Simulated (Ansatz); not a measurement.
Total energies of `F[CH2][GeH]1[CH2][O]1`.

```xyz
10

F    -1.5037   -0.1458   -2.1434
C    -1.0915    0.5964   -1.0513
Ge    0.6066   -0.0957   -0.3437
C     0.7063   -0.7640    1.4312
O     0.9110    0.6411    1.3073
H    -1.8523    0.5380   -0.2695
H    -0.9790    1.6383   -1.3619
H     1.8295   -0.0209   -1.2579
H     1.5829   -1.3323    1.7429
H    -0.2098   -1.0551    1.9464
```

The species carries charge 0 and has multiplicity 1. Correlated methods include outer-core shells of Ge, which these sets cover unevenly. Scalar relativity is left out up to krypton. All single points use the PBE0-D4/def2-TZVP geometry. It is one conformer, not always the lowest. Basis def2-TZVPP, Ansatz.

RPA on PBE orbitals: Hartree–Fock energy of these orbitals -2328.27444 Eh, correlation -1.68478 Eh (frozen core).

| functional | kind | energy without D4 (Eh) | D4 term (kJ/mol) |
| --- | --- | --- | --- |
| LDA (SPW92) | LDA | -2326.27808 | – |
| revPBE | GGA | -2331.10381 | -53.9 |
| B97M-V | meta-GGA with VV10 | -2330.89529 | – |
| PBE0 | global hybrid, 25 % exact exchange | -2330.80838 | -14.7 |
| B3LYP | global hybrid, 20 % | -2331.39056 | -28.2 |
| r2SCANh | meta-GGA hybrid, 10 % | -2331.18497 | -4.5 |
| LC-ωPBE | long-range corrected hybrid | -2330.91815 | – |
| ωB97X-V | range-separated hybrid GGA with VV10 | -2331.06865 | – |
| ωB97M-V | range-separated hybrid meta-GGA with VV10 | -2331.13702 | – |
| PBE-QIDH | double hybrid | -2330.44500 | – |

Task: Give the same for PBE, BLYP, r2SCAN, r2SCAN0, HSE06 (plane-wave form), BHLYP, CAM-B3LYP, B2PLYP. (Estimate.)

Result: Computed: 
| functional | kind | energy without D4 (Eh) | D4 term (kJ/mol) |
| --- | --- | --- | --- |
| PBE | GGA | -2330.75113 | -17.5 |
| BLYP | GGA | -2331.34128 | -38.5 |
| r2SCAN | meta-GGA | -2331.20843 | -4.3 |
| r2SCAN0 | meta-GGA hybrid, 25 % | -2331.15163 | -5.0 |
| HSE06 (plane-wave form) | screened hybrid | -2330.79713 | -13.7 |
| BHLYP | global hybrid, 50 % | -2331.18985 | -21.6 |
| CAM-B3LYP | range-separated hybrid | -2331.36930 | -14.9 |
| B2PLYP | double hybrid | -2330.79897 | – |

B3LYP takes the VWN-RPA correlation (the form of Gaussian; ORCA's B3LYP/G). HSE06 is the plane-wave form, built on full-range PBE exchange. The double hybrids freeze the cores in their second-order part.

LC-ωPBE has ω = 0.4 bohr⁻¹.
